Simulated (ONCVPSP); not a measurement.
**Pseudopotential generation for Ca (Z = 20): ONCV, PBE, scalar-relativistic.**

* Element: calcium
* Generator: ONCVPSP 4.0.1
* Type: optimised norm-conserving Vanderbilt (ONCV)
* Functional: PBE
* Relativity: scalar-relativistic
* Frozen core: [Ne]
* Valence charge: 10
* Reference configuration: 3s2 3p6 4s2
* Partial waves: 3s+4s: rc 1.55 bohr, ncon 4, nbas 7, qcut 7.6 1/bohr, 3 projectors, debl 2.9 Ha; 3p: rc 1.55 bohr, ncon 5, nbas 10, qcut 10.2 1/bohr, 1 projector; d scattering state at 0.4 Ha: rc 1.65 bohr, ncon 4, nbas 7, qcut 6.9 1/bohr, 2 projectors, debl 2.4 Ha
* Local potential: polynomial inside 1.20 bohr (lpopt 5, dvloc0 0 Ha)
* Core correction: none

In the d channel the program set the typed energies aside and used 0.050, 2.450 Ha.

Calculated quality:

| Item | Value |
| --- | --- |
| Cutoffs needed | 25 Ha and 35 Ha (the cutoffs (Ha) at which the residual kinetic energy of the hardest occupied pseudo-wave falls to 1 and 0.1 mHa per electron) |
| Ghost test | no bound ghost flagged; GHOST(+) flagged for s at 488.7 eV |
| Largest excitation error | -22 meV (all-electron minus pseudo) for 3s1 3p6 4s2, out of 4 test configurations |

Generation and tests took about 3 s on one core of a shared server CPU.
